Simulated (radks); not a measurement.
Question: Species: the tantalum ion Ta59+. Configuration: [Ne] 3s2 3p2 (the NIST ground configuration). Method: scalar-relativistic Kohn-Sham, PBEsol, spin-polarised, spherical densities, finite nucleus; open shells are filled with parallel spins first (spin-orbit coupling, left out, can overturn this in heavy ions); Fermi nuclear charge, rms radius 5.3507 fm; computed with a radial shooting solver on a logarithmic mesh with Libxc functionals. Some entries of the table are withheld. Estimate them.

orbital  occ.  eigenvalue (hartree)  <r^2> (bohr^2)
1s up       1             -2648.147       0.0004786
1s down     1             -2647.860       0.0004785
2s up       1             -591.3902        0.007189
2s down     1             -591.1634        0.007183
2p up       3             -540.3325        0.005884
2p down     3             -540.0294        0.005881
3s up       1             -238.9457         0.04031
3s down     1             -237.9568         0.04039
3p up       2             -223.7807             (1)
3p down     0             -222.7958             (2)
3d up       0                   (3)         0.03043
3d down     0                   (4)         0.03039
4s up       0                   (5)          0.1376
4s down     0                   (6)          0.1380

Answer: 
(1) 3p up <r^2> (bohr^2): 0.03928
(2) 3p down <r^2> (bohr^2): 0.03935
(3) 3d up eigenvalue (hartree): -210.3343
(4) 3d down eigenvalue (hartree): -209.5094
(5) 4s up eigenvalue (hartree): -127.3496
(6) 4s down eigenvalue (hartree): -126.9865
